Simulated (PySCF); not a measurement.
C₆ coefficients of unlike pairs at UHF

Calculated with PySCF 2.14 from the dipole response of each species, C₆(A,B) = (3/π) ∫ α_A(iu) α_B(iu) du, in atomic units, from isotropic polarisabilities. For ions this is the dispersion term alone; charge-induced terms of lower order in 1/R come first.

| species | configuration | basis | relativity | α (bohr³) | C₆ (like pair) |
| --- | --- | --- | --- | --- | --- |
| Re²⁺ | [Xe] 4f14 5d5 (6S) | def2-QZVPPD with the def2 core potential (60 electrons) (7s6p4d4f2g) | core potential | 11.09 | 68.16 |
| He | 1s2 (1S) | dyall-av3z (10s3p2d) | none | 1.307 | 1.367 |
| Co³⁺ | [Ar] 3d6 (5D) | dyall-av2z (16s12p7d2f) | none | 1.498 | 3.417 |
| Rh²⁺ | [Kr] 4d7 (4F) | aug-cc-pwCVTZ-DK (11s10p8d4f3g) | spin-free X2C | 6.722 | 35.55 |

**Question.** Estimate C₆ for He with Re²⁺.

**Answer.** The integral gives 9.589. The combination rule 2 C_A C_B / (C_A α_B/α_A + C_B α_A/α_B) gives 9.494 and the geometric mean 9.655.

No spin-orbit coupling is included.

The other pairs:

| pair | C₆ |
| --- | --- |
| Rh²⁺, Re²⁺ | 48.76 |
| Co³⁺, Re²⁺ | 13.97 |
| Co³⁺, He | 2.030 |
| Rh²⁺, Co³⁺ | 10.56 |
| Rh²⁺, He | 6.954 |
